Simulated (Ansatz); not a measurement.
`C[SiH](C)[NH][GeH3]`, relaxed with RKS PBE0-D4/def2-TZVP in the Gaussian-basis code of Ansatz from a PBE-D4/def2-SVP geometry. The force threshold is 0.005 eV/Å; the program also tests the step.

The species carries charge 0 and has multiplicity 1.

Start:

```xyz
16

C     0.633    2.185   -0.288
Si    0.473    0.303   -0.324
C     1.823   -0.460    0.761
N    -1.158   -0.138    0.165
Ge   -2.100   -1.657   -0.320
H     0.483    2.576    0.740
H     1.642    2.505   -0.621
H    -0.119    2.662   -0.949
H     0.632   -0.224   -1.729
H     1.763   -1.568    0.756
H     1.727   -0.122    1.814
H     2.835   -0.173    0.404
H    -1.523    0.330    1.001
H    -3.618   -1.352   -0.174
H    -1.757   -2.903    0.559
H    -1.734   -1.962   -1.795
```

Q: How much energy does the relaxation release, and in how many steps? (An estimate is asked.)

A: Ansatz gave: 0.07 eV, in 11 steps.

Q: Which bonds change most? (Best estimate.)

A: The calculation gave: Si2–N4 from 1.759 to 1.727 Å; Si2–C3 from 1.893 to 1.872 Å; C1–Si2 from 1.889 to 1.869 Å; Ge5–H15 from 1.563 to 1.545 Å.

Q: Give the relaxed structure. (An estimate is asked.)

A: Computed: 
```xyz
16

C     0.613    2.158   -0.287
Si    0.461    0.295   -0.300
C     1.821   -0.447    0.750
N    -1.126   -0.161    0.206
Ge   -2.084   -1.631   -0.330
H     0.468    2.554    0.723
H     1.605    2.471   -0.623
H    -0.131    2.617   -0.940
H     0.603   -0.232   -1.688
H     1.756   -1.538    0.759
H     1.754   -0.099    1.785
H     2.808   -0.172    0.368
H    -1.488    0.285    1.037
H    -3.584   -1.294   -0.245
H    -1.807   -2.864    0.559
H    -1.668   -1.941   -1.774
```
